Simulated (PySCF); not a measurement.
Computed IR spectrum (relative IR intensity) of a molecule C4H4F2. Coordinates come from a B3LYP-D3(BJ)/def2-SVP optimisation. Other conformers were not sampled. The numbers are results of B3LYP-D3(BJ)/def2-SVP (PySCF), not measurements. Harmonic, unscaled wavenumbers; measured fundamentals usually lie a few per cent lower.

Lines under 2 % of the strongest are left out, and lines within 2 cm⁻¹ are merged.

ν (cm⁻¹): 348 (vw), 355 (w), 428 (vw), 529 (w), 699 (m), 717 (m), 882 (w), 1064 (w), 1125 (vs), 1150 (s), 1235 (w), 1408 (w), 1419 (m), 3043 (vw), 3071 (m), 3096 (w), 3471 (m) (against the strongest line: vs over 80 %, s over 45 %, m over 15 %, w over 4 %, vw less)

Problem. Identify the compound among the candidates.
A) C#CCC(F)F
B) F/C=C\C=C/F
C) CC=C=C(F)F
D) FC1(F)C=CC1

Solution. A, C#CCC(F)F
